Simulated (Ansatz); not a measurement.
Input file for C$_{4}$H$_{4}$F$_{6}$O (`FC(F)COC(F)(F)C(F)F`):

```yaml
crystal:
  periodic: [false, false, false]
  atoms:
    - {symbol: F, position_ang: [-1.197185, -0.869140, -2.454297]}
    - {symbol: C, position_ang: [-0.580792, 0.319765, -2.271357]}
    - {symbol: F, position_ang: [0.049273, 0.643965, -3.425169]}
    - {symbol: C, position_ang: [0.456755, 0.211855, -1.183737]}
    - {symbol: O, position_ang: [-0.251224, 0.012700, 0.031779]}
    - {symbol: C, position_ang: [0.499650, -0.182845, 1.130842]}
    - {symbol: F, position_ang: [1.254502, -1.301152, 1.025134]}
    - {symbol: F, position_ang: [1.360414, 0.833324, 1.340939]}
    - {symbol: C, position_ang: [-0.441135, -0.343259, 2.332024]}
    - {symbol: F, position_ang: [-1.137714, 0.792676, 2.504724]}
    - {symbol: F, position_ang: [0.291388, -0.570515, 3.434003]}
    - {symbol: H, position_ang: [-1.346012, 1.073007, -2.059621]}
    - {symbol: H, position_ang: [1.116407, -0.632390, -1.399370]}
    - {symbol: H, position_ang: [1.035283, 1.137526, -1.146198]}
    - {symbol: H, position_ang: [-1.131511, -1.176216, 2.169605]}
basis:
  gaussian: {orbitals: def2-SVP}
correlation: {method: ccsd_t}
```

```sh
$ ansatz run in.yaml --threads 4 --pin off --events-out ev --progress --plain --max-ram 66560MiB --backend cuda --devices 0, --max-vram 37GiB
```

Log, shortened:

```
Functional definition: HF
  name "HF"
  cite "Fock, Z. Phys. 61, 126 (1930) doi:10.1007/BF01340294"
  parent pbe
  exchange = exact_x
  correlation = 0
1687 factors; integrals over basis functions are off by at most 1.4e-3 eV
mean field evaluation 1: about -22432.8504 eV, gradient 5.8e1 eV
mean field evaluation 2: about -22433.1247 eV, gradient 5.8e1 eV
mean field evaluation 4: about -22439.6338 eV, gradient 4.9e0 eV
mean field evaluation 8: about -22439.7153 eV, gradient 2.9e-1 eV
mean field -22439.71561418 eV, -824.6443386356 hartree, gradient 2.3e-6 eV, S^2 0.000000; 0 other end points of the search recorded, 0 dependent functions left out
11 core orbitals not correlated: weight in the atoms' cores, before any rotation towards them, 1.000 or more for the frozen orbitals, at most 0.000 for the correlated occupied ones
reference -22439.71561418 eV, -824.6443386356 hartree; 34, 34 occupied and 129, 129 virtual orbitals, 1687 factors
second order -49.05720190 eV of doubles, -0.00000000 eV of singles
cycle   1  -49.13476348 eV  change   -7.8e-2 eV  update   1.4e-1
cycle   2  -50.14844200 eV  change    -1.0e0 eV  update   3.9e-2
cycle   3  -50.40339415 eV  change   -2.5e-1 eV  update   1.9e-2
cycle   4  -50.39073686 eV  change    1.3e-2 eV  update   3.7e-3
cycle   5  -50.38791424 eV  change    2.8e-3 eV  update   1.6e-3
cycle   6  -50.38907883 eV  change   -1.2e-3 eV  update   4.9e-4
cycle   7  -50.38878534 eV  change    2.9e-4 eV  update   1.6e-4
cycle   8  -50.38856964 eV  change    2.2e-4 eV  update   5.1e-5
cycle   9  -50.38857942 eV  change   -9.8e-6 eV  update   1.6e-5
perturbative correction -1.09963995 eV, -0.0404110228 hartree
Total energy: -22491.20383355 eV, -826.5364957975 hartree
```

Hardware: 4 threads of an AMD EPYC 7R13 on a shared host and a share of an NVIDIA H100 80 GB. Wall time 8.5 s, peak host memory 0.82 GiB.

MP2 recovers 95.3 % of the CCSD(T) correlation energy and the triples give 2.1 %; T1 = 0.0114.
